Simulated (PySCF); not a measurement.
## Spin-rotation constants: `CC[C@@H](F)S(=O)(=O)Cl`, C$_{3}$H$_{6}$ClFO$_{2}$S

Geometry:
```tsv
atom	x (Å)	y (Å)	z (Å)
C1	-1.561	0.581	0.274
C2	-0.857	-0.534	-0.487
C3	0.455	-0.886	0.163
F4	1.093	-1.894	-0.478
S5	1.562	0.582	-0.018
O6	1.485	1.089	-1.346
O7	1.358	1.478	1.073
Cl8	3.403	-0.227	0.224
H9	-0.941	1.472	0.302
H10	-2.501	0.824	-0.215
H11	-1.775	0.276	1.296
H12	-1.484	-1.430	-0.528
H13	-0.645	-0.217	-1.511
H14	0.408	-1.115	1.229
```

Method used: PySCF, GIAO wB97X-D/pcseg-1 magnetisability, rotational g tensor and spin-rotation constants, non-relativistic, gas phase. Geometry: GFN2-xTB.

(1) Give the nuclear spin-rotation constants along the inertial axes (H = +C I·J) beside the isotropic shieldings.

Results:

(1) Rotational constants 2.2955, 1.1993, 0.9620 GHz. A star marks the isotopologue with that one atom substituted, in its own axes.
```
atom  isotope  Caa (kHz)  Cbb (kHz)  Ccc (kHz)  mean (kHz)  σ (ppm)
  F4      19F      0.909      0.782      0.828       0.840    360.1
 Cl8     35Cl      0.405      0.750      0.570       0.575    365.2
  H9       1H     -0.131     -0.034     -0.114      -0.093     30.5
 H10       1H     -0.007     -0.136     -0.089      -0.077     30.8
 H11       1H     -0.240     -0.145      0.009      -0.125     31.1
 H12       1H     -0.116     -0.039     -0.111      -0.089     29.8
 H13       1H     -0.221     -0.147      0.025      -0.114     29.6
 H14       1H     -0.245     -0.149      0.066      -0.109     27.1
  C1     13C*      0.274      0.134      0.103       0.170    187.1
  C2     13C*      0.316      0.165      0.135       0.205    170.0
  C3     13C*      0.654      0.313      0.273       0.414     77.9
  S5     33S*      1.062      0.530      0.356       0.650    137.1
  O6     17O*     -0.483     -0.312     -0.292      -0.363     81.6
  O7     17O*     -0.522     -0.398     -0.272      -0.397     54.2
```
For the geometry as given, no vibrational averaging.
